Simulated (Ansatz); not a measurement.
```xyz
10

N    -0.3843   -0.7386    1.3143
Si    0.0765   -0.2584   -0.2417
S    -1.6158   -0.1167   -1.5125
Cl    1.4927   -1.6059   -0.8777
C     0.9361    1.4536   -0.4067
O     1.1127    2.1562    0.5557
H    -1.1332   -0.2560    1.7847
H     0.3045   -1.0928    1.9588
H    -2.0738   -1.3317   -1.1624
H     1.2846    1.7903   -1.4124
```

The species carries charge 0 and has multiplicity 1.

Question: List the B3LYP/def2-TZVPP orbital energies in eV (Ansatz). (Estimate.)

Answer: Computed: Occupied: -2762.64, -2418.22, -1800.79, -521.12, -389.67, -279.34, -257.40, -216.26, -196.41, -196.29, -196.29, -160.81, -160.73, -160.62, -145.14, -100.51, -100.46, -100.41, -29.12, -24.02, -22.73, -20.47, -17.11, -14.72, -14.19, -12.96, -12.60, -11.79, -11.45, -11.10, -10.07, -9.38, -9.20, -8.25, -7.78, -6.87. Lowest empty: -2.04, 0.01, 0.21, 0.48, 1.53, 1.67, 1.92, 2.06.

B3LYP here is the variant with VWN-RPA as its local correlation; programs differ in this.
